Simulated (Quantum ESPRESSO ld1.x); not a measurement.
Values are calculated unless marked as measured or tabulated.
All-electron atom: the manganese ion Mn21+ in [He] 2s2.

Level of theory: scalar-relativistic Kohn-Sham, LDA (Slater exchange, Perdew-Wang correlation), spin-polarised, spherical densities, point nucleus (ld1.x of Quantum ESPRESSO 7.5).

Energy parts (eV):
| part | energy |
|---|---|
| total | -20331.36 |
| kinetic | 20644.87 |
| electron-nucleus | -42067.26 |
| Hartree | 1582.07 |
| exchange-correlation | -491.04 |

Orbitals (lengths in bohr, moments of r in powers of bohr; r(max) is where P^2 peaks):
orbital  occ.  eigenvalue (eV)  r(max)     <r^2>
1s          2         -7709.44   0.040  0.004926
2s          2         -1745.56   0.218   0.07480

The highest occupied level is 2s at -1745.6 eV. Summed over all electrons, <r^2> = 0.1595 bohr^2, which gives a Langevin (diamagnetic) susceptibility term of -0.126 x 10^-6 cm^3/mol.
